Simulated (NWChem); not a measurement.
Molecule: CaO; SMILES [Ca]=[O]

```xyz
2

Ca     0.0000     0.0000    -0.5161
O      0.0000     0.0000     1.3070
```
Atoms are numbered in this order, from 1.

Results from NWChem. Pople sets run with spherical d functions. All runs use the structure optimised with PBE-D3(BJ)/def2-SVP. Static field.

**Question.** Taking B3LYP/def2-TZVPD as the yardstick, which of these has the fewest basis functions while keeping “isotropic polarisability (bohr³)” within 10 % of it: B3LYP/6-31+G*; B3LYP/Sadlej pVTZ; B3LYP/def2-TZVP; B3LYP/def2-SVP; B3LYP/def2-SVPD; B3LYP/6-31G*?

**Answer.** B3LYP/def2-SVPD (a larger set in the list lies outside the tolerance).
```csv
level,basis functions,isotropic polarisability (bohr³),relative time (rough)
B3LYP/6-31G*,36,64.8,2
B3LYP/def2-SVP,38,39.2,1
B3LYP/6-31+G*,44,72.0,2
B3LYP/def2-SVPD,50,50.3,1
B3LYP/Sadlej pVTZ,64,72.9,10
B3LYP/def2-TZVP,67,48.0,4
B3LYP/def2-TZVPD,76,51.8,6
```

The yardstick is one finite set, not the basis-set limit.
